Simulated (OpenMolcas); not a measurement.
O: terms and fine structure

```yaml
Program: OpenMolcas
Method: "SS-RASPT2, IPEA 0.25 Eh, imaginary shift 0.1 Eh (closed shells correlated: 1s)"
Basis: ANO-RCC-VTZP [4s3p2d1f]
Scalar_Hamiltonian: DKH2, point nucleus
Active_space: 6 electrons in 9 orbitals (RAS2 2s 2p; RAS3 3d, at most 2 electrons)
State_averaging: 2S+1 = 3 even, 3 roots; 2S+1 = 1 even, 6 roots
Spin-orbit_coupling: state interaction with AMFI integrals over the reference wave functions, term energies averaged over their components
```

Spin-free terms above the lowest, with the occupations of the reference:

```csv
Configuration,Term,E (eV),Occupations
2s2 2p4,3P,0.0000,2s 1.99 2p 3.99 3d 0.02
2s2 2p4,1D,1.977,2s 1.99 2p 3.99 3d 0.02
2s2 2p4,1S,4.216,2s 1.92 2p 4.06 3d 0.02
```

With spin-orbit coupling, above the lowest level:

```
Configuration  Term  J  E (eV)  Measured (eV)  Term weight %
      2s2 2p4    3P  2  0.0000         0.0000            100
      2s2 2p4    3P  1  0.0184         0.0196            100
      2s2 2p4    3P  0  0.0274         0.0281            100
      2s2 2p4    1D  2   1.986         1.9674            100
      2s2 2p4    1S  0   4.226         4.1897            100
```

Against the 4 measured excited levels shown (NIST Handbook of Basic Atomic Spectroscopic Data) the mean absolute deviation is 110 cm-1; the largest miss in energy is 2s2 2p4 1S0: computed 4.226, measured 4.1897 eV (+0.9 %), and the largest in proportion 2s2 2p4 3P1 (-6.2 %).

Spin-orbit coupling puts the lowest level 0.0092 eV below the lowest spin-free term.

For 3P the intervals divided by the larger J are -72.7, -74.2 cm-1. Landé's interval rule makes them equal in pure LS coupling; they differ by 2 % of their mean. The multiplet is inverted.

Term energies are means over components that CASPT2 splits; among the terms shown or strongly mixed into the levels shown the widest spread is 28 cm-1 (2s2 2p4 1D). Active for correlation alone: 3d; no level in the range computed is led by a configuration that fills it, so any true level of that kind is missing. Computed and measured levels are paired by configuration, term and J; levels that our copy of the source lacks, or whose pairing is in doubt (as where it misses far off the trend of its configuration), stay unpaired and out of the deviations. Levels of configurations outside the active space are missing. The first state left out of the spin-orbit step lies near 130000 cm-1 above the lowest spin-free state of the reference (among the parities and spins computed), and the list stops at four fifths of that energy or lower.

The term weight is that of the spin-free term in the level, not the purity of its configuration.
